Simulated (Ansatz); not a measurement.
One change: `FC(F)(F)CBr` becomes `[F][Al]([F])[O]CC(F)(F)F`.

Ansatz, PBE0-D4/def2-TZVP geometries, multiplicity 1. Each molecule was computed in one conformer, which needn't be the lowest. `[F][Al]([F])[O]CC(F)(F)F` holds a close contact that its SMILES doesn't draw: F···Al 2.03 Å.

Scalar relativity is left out up to krypton. Spin–orbit coupling is left out; it splits and shifts lone-pair levels of the heavy atoms by tenths of an eV.

```csv
property,`FC(F)(F)CBr`
HOMO–LUMO gap (B3LYP/def2-TZVPP) / eV,7.46
LUMO energy (B3LYP/def2-TZVPP) / eV,-0.80
LUMO energy (PBE/def2-TZVPP) / eV,-1.54
LUMO energy (PBE0/def2-TZVPP) / eV,-0.51
HOMO energy (PBE0/def2-TZVPP) / eV,-8.52
HOMO–LUMO gap (PBE/def2-TZVPP) / eV,5.63
```

(1) What does the change do to each property? (An estimate is asked.)

Results:

(1) Ansatz gave: 
| property | `[F][Al]([F])[O]CC(F)(F)F` | shift |
| --- | --- | --- |
| HOMO–LUMO gap (B3LYP/def2-TZVPP) / eV | 8.21 | 0.75 |
| LUMO energy (B3LYP/def2-TZVPP) / eV | -0.55 | 0.25 |
| LUMO energy (PBE/def2-TZVPP) / eV | -1.19 | 0.35 |
| LUMO energy (PBE0/def2-TZVPP) / eV | -0.21 | 0.30 |
| HOMO energy (PBE0/def2-TZVPP) / eV | -9.02 | -0.50 |
| HOMO–LUMO gap (PBE/def2-TZVPP) / eV | 6.11 | 0.48 |

With PBE0 the HOMO falls by 0.50 eV and the LUMO rises by 0.30 eV, so the gap widens by about 0.80 eV. PBE moves the HOMO by -0.14 eV and ωB97M-V by -0.66 eV.

B3LYP here is the variant with VWN-RPA as its local correlation; programs differ in this.
